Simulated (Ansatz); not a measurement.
Cost and result for the atomization energy of `O[Si](F)(F)O[SiH3]` (10 atoms, 9 bonds).

```xyz
10

O     0.204    2.349   -0.531
Si   -0.175    1.128    0.449
F     0.634    1.215    1.805
F    -1.698    1.188    0.870
O     0.143   -0.235   -0.307
Si    0.191   -1.866   -0.474
H     0.078    3.248   -0.224
H     0.851   -2.170   -1.765
H     0.963   -2.456    0.646
H    -1.192   -2.402   -0.469
```

Total charge 0; spin multiplicity 1. Geometry: relaxed with PBE0-D4/def2-TZVP. It is one conformer, not always the lowest. Program: Ansatz. All runs use 4 threads of an INTEL XEON PLATINUM 8581C on a shared host. Times are those of one run each, without the atoms' runs, and a repeat can differ threefold. Electronic energies, without spin–orbit coupling; frozen cores. CCSD(T)/CBS adds CCSD(T) − MP2 in def2-TZVPP to the MP2 limit, and its time is that of the two runs behind it. T1 = 0.011. HSE06 is the plane-wave form, built on full-range PBE exchange.

CCSD(T)/CBS is a level of theory with its own doubt, some kJ/mol a heavy atom from the limit and from the frozen cores, so smaller differences don't rank the functionals.

```tsv
level	functions	wall time	atomization (kcal/mol)	difference from CCSD(T)/CBS	per bond
LDA (SPW92)/def2-TZVPP	264	1.1 s	1098.7	121.5	13.5
PBE0-D4/def2-TZVPP	264	2.3 s	950.3	-26.9	-3.0
BHLYP-D4/def2-TZVPP	264	2.6 s	934.3	-42.9	-4.8
HSE06-D4/def2-TZVPP	264	2.6 s	950.8	-26.4	-2.9
r2SCAN-D4/def2-TZVPP (with forces)	264	3.1 s	969.2	-8.0	-0.9
r2SCANh-D4/def2-TZVPP	264	3.6 s	960.9	-16.3	-1.8
PBE-QIDH/def2-TZVPP	264	4.1 s	955.0	-22.2	-2.5
B2PLYP/def2-TZVPP	264	4.2 s	958.5	-18.7	-2.1
B97M-V/def2-TZVPP	264	4.7 s	968.8	-8.4	-0.9
CCSD(T)/def2-SVP	112	4.9 s	885.2	-92.0	-10.2
MP2/def2-QZVPP	488	16 s	995.8	18.6	2.1
CCSD(T)/def2-TZVPP	264	2.2 min	946.5	-30.7	-3.4
CCSD(T)/CBS(def2)	–	2.5 min	977.2	0.0	0.0
```

From BLYP to BHLYP (50 % exact exchange), in def2-TZVPP and without D4, the atomization energy moves by −21.9 kcal/mol: exact exchange takes away binding that semilocal exchange gives to molecules. Leaving LDA and LC-ωPBE aside and taking each functional with its dispersion term where it has one, the values, not all of them listed here, spread over 39.3 kcal/mol, from BHLYP-D4 to CAM-B3LYP-D4. LDA lies +135.6 kcal/mol from PBE without D4, its usual overbinding. At CCSD(T), def2-SVP lies −92.0 kcal/mol from the extrapolated value and def2-TZVPP −30.7 kcal/mol: correlation converges slowly with the basis, and small sets miss more of it in the bonded molecule than in its fragments.
